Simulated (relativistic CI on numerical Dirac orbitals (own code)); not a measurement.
Calculated at this level of theory: Dirac-Coulomb-Breit CI, orbitals from a KLI potential per configuration, model QED, unscaled Slater integrals (own radial code, finite nucleus).

Configurations in the expansion (outside the closed core [Ne]): 3s2.3p6.3d9, 3s2.3p5.3d10, 3s.3p6.3d10, 3s2.3p6.3d8.4s, 3s2.3p6.3d8.4p, 3s2.3p6.3d8.4d, 3s2.3p4.3d10.4s, 3s2.3p6.3d8.4f, 3s2.3p5.3d9.4s, 3s2.3p6.3d7.4s2, 3s2.3p4.3d10.4p, 3s2.3p5.3d9.4p, 3s2.3p6.3d7.4s.4p, 3s2.3p4.3d10.4d, 3s2.3p6.3d8.5s, 3s.3p5.3d10.4s, 3s2.3p6.3d7.4p2, 3s2.3p6.3d8.5p, 3s2.3p6.3d7.4s.4d, 3s2.3p5.3d9.4d, 3s.3p5.3d10.4p, 3s.3p6.3d9.4s, 3s2.3p6.3d8.5d, 3s2.3p6.3d7.4p.4d, 3s2.3p5.3d8.4s2, 3s2.3p6.3d8.5f, 3s.3p5.3d10.4d, 3s.3p6.3d9.4p, 3s2.3p6.3d8.5g, 3p6.3d10.4s, 3s2.3p5.3d9.4f, 3s2.3p6.3d7.4d2, 3s2.3p5.3d8.4s.4p, 3s2.3p6.3d8.6s, 3p6.3d10.4p, 3s2.3p6.3d8.6p. Levels of other configurations are missing.

At this charge energies of transitions that change n are usually good to better than 1 %, and those within a shell (Δn = 0) to a few per cent.

Outline of the computed level scheme of Sb XXV. Lowest level of each configuration: 3s2.3p6.3d9 2D_5/2 at 0.000 eV; 3s2.3p5.3d10 2P°_3/2 at 233.832 eV; 3s.3p6.3d10 2S_1/2 at 412.349 eV; 3s2.3p6.3d8.4s 4F_9/2 at 505.603 eV; 3s2.3p6.3d8.4p 4D°_7/2 at 552.710 eV.

Some strong electric-dipole decays among the lowest 45 levels: 3s2.3p6.3d8.4p 2P°_3/2 → 3s2.3p6.3d9 2D_5/2 (1.1e+12 s⁻¹); 3s2.3p6.3d8.4p 2D°_5/2 → 3s2.3p6.3d9 2D_5/2 (9.9e+11 s⁻¹); 3s2.3p5.3d10 2P°_1/2 → 3s2.3p6.3d9 2D_3/2 (9.9e+11 s⁻¹); 3s2.3p6.3d8.4p 2F°_7/2 → 3s2.3p6.3d9 2D_5/2 (8.9e+11 s⁻¹); 3s2.3p6.3d8.4p 2D°_5/2 → 3s2.3p6.3d9 2D_5/2 (8.0e+11 s⁻¹); 3s2.3p5.3d10 2P°_3/2 → 3s2.3p6.3d9 2D_5/2 (5.8e+11 s⁻¹); 3s2.3p6.3d8.4p 4G°_5/2 → 3s2.3p6.3d9 2D_5/2 (4.2e+11 s⁻¹); 3s.3p6.3d10 2S_1/2 → 3s2.3p5.3d10 2P°_3/2 (3.8e+11 s⁻¹).

LS names give the leading component of a level, which can be under half, so a name can repeat, a term be missing and a line seem to break the LS rules.
